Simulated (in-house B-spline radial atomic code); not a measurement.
Configurations of the ytterbium ion Yb³⁺, with energies counted from [Xe] 4f13. All numbers are computed (scalar-relativistic (X2C) OLYP, spin-polarised, spherical fractional occupations; Fermi nucleus of rms radius 5.3108 fm) with a B-spline radial code for spherical atoms, not measured. Shells without spins written out take the highest spin.

Occupations are held fixed; configurations that lie above the ionisation limit could autoionise.

```json
{"configuration": "[Xe] 4f12 5d1", "E - E(ref) (eV)": "13.199", "highest orbital": "5d up", "its <r> (bohr)": "1.952"}
{"configuration": "[Xe] 4f12 6d1", "E - E(ref) (eV)": "29.777", "highest orbital": "6d up", "its <r> (bohr)": "4.461"}
{"configuration": "[Xe] 4f12 5f1", "E - E(ref) (eV)": "31.852", "highest orbital": "5f up", "its <r> (bohr)": "4.234"}
{"configuration": "[Kr] 4d10 4f13 5s2 5p5 6f1", "E - E(ref) (eV)": "54.681", "highest orbital": "6f up", "its <r> (bohr)": "7.291"}
{"configuration": "[Kr] 4d9 4f13 5s2 5p6 6s1", "E - E(ref) (eV)": "192.18", "highest orbital": "6s up", "its <r> (bohr)": "2.794"}
{"configuration": "[Kr] 4d(4 up, 5 down) 4f(7 up, 6 down) 5s2 5p6 6s(1 up, 0 down)", "E - E(ref) (eV)": "193.24", "highest orbital": "6s up", "its <r> (bohr)": "2.797"}
{"configuration": "[Kr] 4d9 4f13 5s2 5p6 6f1", "E - E(ref) (eV)": "213.19", "highest orbital": "6f up", "its <r> (bohr)": "7.246"}
```

(1) Order these further configurations by energy, lowest first.
A. [Kr] 4d10 4f13 5s2 5p5 5f1
B. [Xe] 4f12 6s1
C. [Kr] 4d(4 up, 5 down) 4f(7 up, 6 down) 5s2 5p6 5f(0 up, 1 down)
D. [Kr] 4d10 4f13 5s2 5p5 6s1
E. [Kr] 4d10 4f(7 up, 6 down) 5s2 5p(2 up, 3 down) 6p(0 up, 1 down)

(2) How far above the reference does [Kr] 4d9 4f14 5s2 5p6 lie?

(3) How far above the reference does [Kr] 4d(4 up, 5 down) 4f(7 up, 6 down) 5s2 5p6 6p(0 up, 1 down) lie?

Answers

(1) B (15.532 eV), D (33.868 eV), E (40.658 eV), A (50.045 eV), C (209.56 eV).

(2) 175.67 eV; its least bound orbital is 4f down with <r> = 0.725 bohr.

(3) 199.7 eV; its least bound orbital is 6p down with <r> = 3.326 bohr.
